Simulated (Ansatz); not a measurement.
`F[C](F)C(F)(F)F`, charge 0, multiplicity 2.

Give a relaxed structure at PBE0-D4/def2-TZVP (Ansatz). (An estimate is asked.)

The calculation gave: 
Z-matrix (Å, degrees):
```
C
F 1 1.327
C 1 1.514 2 109.7
F 1 1.327 2 109.4 3 120.4
F 1 1.338 2 108.1 3 -122.0
F 3 1.312 1 114.4 2 174.4
F 3 1.312 1 114.4 2 -54.2
```
Point group Cs.
